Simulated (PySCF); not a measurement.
This PySCF input asks for the NMR shieldings of `C[C@]1([SiH3])CCCSC1`, C$_{6}$H$_{14}$SSi; the geometry comes from GFN2-xTB.

```python
import basis_set_exchange as bse
import numpy as np
from pyscf import gto, dft
from pyscf.prop import nmr

atoms = """
C    -1.247442    1.020045   -0.829433
C    -0.666508   -0.129692   -0.005070
Si   -2.084294   -0.996139    0.962723
C     0.372606    0.384468    1.003208
C     1.616677    1.017690    0.377119
C     2.374591    0.037923   -0.501756
S     1.354801   -0.480127   -1.915011
C    -0.025219   -1.154362   -0.932022
H    -1.619721    1.809019   -0.178777
H    -0.497903    1.443554   -1.496299
H    -2.072490    0.667217   -1.446163
H    -3.074106   -1.497464    0.011336
H    -2.687638   -0.019353    1.867923
H    -1.523194   -2.107505    1.732956
H    -0.101767    1.121309    1.656337
H     0.694585   -0.450288    1.634165
H     2.280205    1.356105    1.178377
H     1.338200    1.890846   -0.214775
H     3.269809    0.491619   -0.924897
H     2.654760   -0.859710    0.053639
H    -0.740467   -1.525108   -1.665326
H     0.374104   -2.000661   -0.369103
"""
names = dict.fromkeys(["C", "Si", "S", "H"], "pcSseg-1")
basis = {el: gto.basis.parse(bse.get_basis(n, elements=[el], fmt="nwchem")) for el, n in names.items()}
mol = gto.M(atom=atoms, basis=basis, charge=0, verbose=0)
mf = dft.RKS(mol, xc="PBE0")
mf.grids.level = 2
mf.grids.alignment = dft.numint.BLKSIZE   # the property module wants whole blocks of grid points
mf.conv_tol = 1e-9
mf.kernel()

calc = nmr.RKS(mf)   # GIAO
C = mf.mo_coeff
Co = C[:, mf.mo_occ > 0]
resp = mf.gen_response(singlet=True, hermi=2)
def vind(x):   # induced exchange potential for any number of trial vectors
    d = np.einsum("pi,xij,qj->xpq", C, 2 * x.reshape(-1, C.shape[1], Co.shape[1]), Co, optimize=True)
    return np.einsum("xpq,pi,qj->xij", resp(d - d.transpose(0, 2, 1)), C, Co, optimize=True).ravel()
mo1, _ = nmr.rhf.solve_mo1(calc, with_cphf=vind)
sigma = calc.kernel(mo1)
for i, s in enumerate(sigma):   # ppm
    w = np.linalg.eigvalsh((s + s.T) / 2)
    print("%2d %-2s iso %8.1f  s11 %8.1f  s22 %8.1f  s33 %8.1f" % (i, mol.atom_pure_symbol(i), w.mean(), *w))
```

Question: Give the expected output.

Answer: 
```
 0 C  iso    166.5  s11    146.9  s22    166.1  s33    186.4
 1 C  iso    164.9  s11    159.3  s22    162.5  s33    172.9
 2 Si iso    397.1  s11    353.2  s22    365.3  s33    472.7
 3 C  iso    149.4  s11    139.8  s22    147.9  s33    160.6
 4 C  iso    161.9  s11    147.4  s22    166.1  s33    172.2
 5 C  iso    150.4  s11    143.6  s22    149.8  s33    157.8
 6 S  iso    555.4  s11    423.4  s22    519.6  s33    723.3
 7 C  iso    142.8  s11    126.3  s22    145.8  s33    156.1
 8 H  iso     31.0  s11     27.3  s22     28.1  s33     37.7
 9 H  iso     28.7  s11     23.7  s22     29.6  s33     32.7
10 H  iso     31.0  s11     26.4  s22     28.3  s33     38.2
11 H  iso     28.1  s11     24.6  s22     26.0  s33     33.8
12 H  iso     28.0  s11     24.5  s22     26.0  s33     33.5
13 H  iso     28.1  s11     24.5  s22     26.5  s33     33.4
14 H  iso     30.2  s11     25.0  s22     29.6  s33     36.0
15 H  iso     30.3  s11     25.5  s22     30.0  s33     35.3
16 H  iso     30.1  s11     24.6  s22     27.8  s33     38.1
17 H  iso     29.7  s11     26.3  s22     28.6  s33     34.2
18 H  iso     29.3  s11     23.9  s22     26.7  s33     37.2
19 H  iso     29.1  s11     24.3  s22     27.6  s33     35.6
20 H  iso     29.4  s11     23.5  s22     29.0  s33     35.8
21 H  iso     28.7  s11     22.2  s22     29.8  s33     34.1
```

These numbers come from an equivalent density-fitted implementation of the same equations, which agrees with the script to about 0.01 ppm for H and up to a few tenths of a ppm for heavy atoms, so last digits may differ.

Question: Turn these shieldings into chemical shifts. Chemical shifts δ = σref − σ; ¹³C (σ = 186.93 ppm) and ²⁹Si (σ = 349.16 ppm) and ¹H (σ = 31.72 ppm) against TMS; ³³S (σ = 503.73 ppm) vs CS2, all at this level.

Answer: Averaging equivalent atoms: C 7: 44.2; C 3: 37.5; C 5: 36.5; C 4: 25.0; C 1: 22.1; C 0: 20.4; Si 2: -47.9; S 6: -52; H 11/12/13: 3.63; H 21: 3.02; H 19: 2.57; H 18: 2.46; H 20: 2.30; H 17: 2.00; H 16: 1.57; H 14: 1.52; H 8/9/10: 1.49; H 15: 1.44 ppm. 

Size and cost of the density-fitted run: 220 basis functions, 52 s wall time on 1 thread of an Arm Neoverse V1, shared host; peak memory 1.1 GiB.
